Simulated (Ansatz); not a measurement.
Molecule: tetrasiletane, Si4H8, net charge 0, singlet state. SMILES: [SiH2]1[SiH2][SiH2][SiH2]1
Structure (B3LYP-D3(BJ)/def2-TZVP (Ansatz, a quantum-chemistry and plane-wave program) minimum search):
```
Si
H 1 1.4831
H 1 1.4856 2 109.10
Si 1 2.3619 2 119.55 3 127.51
H 4 1.4831 1 119.55 2 -89.92
H 4 1.4856 5 109.10 1 -127.51
Si 1 2.3619 2 119.55 3 -127.51
H 7 1.4831 1 119.55 2 89.92
H 7 1.4856 8 109.10 1 127.51
Si 7 2.3619 8 119.55 9 127.51
H 10 1.4831 7 119.55 8 -89.92
H 10 1.4856 11 109.10 7 -127.51
```

Wanted: atomisation energy (electronic, to ground-state atoms); the coupled-cluster value holds the core correlation from cc-pwCVTZ, in eV. Valence correlation only, unless marked. Open shells are spin-unrestricted. No spin-orbit coupling. No relativistic terms. CBS marks a two-point X^-3 extrapolation of the correlation energy; Hartree-Fock from the larger set.

Level to compare with: CCSD(T)/CBS(aug-cc-pV(T+d)Z,aug-cc-pV(Q+d)Z) plus the core term (Ansatz), 36.27 eV. It is a level with limits of its own, and the differences hold the functionals' basis error too.

Rank these functionals by how close they come to CCSD(T)/CBS(aug-cc-pV(T+d)Z,aug-cc-pV(Q+d)Z), closest first: r2SCAN0/def2-TZVPD (Ansatz); r2SCAN/def2-TZVPD (Ansatz); r2SCANh/def2-TZVPD (Ansatz); wB97M-V/def2-TZVPD (Ansatz).

r2SCAN/def2-TZVPD (meta-GGA, 36.16 eV, difference -0.11), r2SCANh/def2-TZVPD (hybrid meta-GGA, 36.08 eV, difference -0.19), wB97M-V/def2-TZVPD (range-separated hybrid meta-GGA with VV10, 36.03 eV, difference -0.24), r2SCAN0/def2-TZVPD (hybrid meta-GGA, 35.98 eV, difference -0.29)
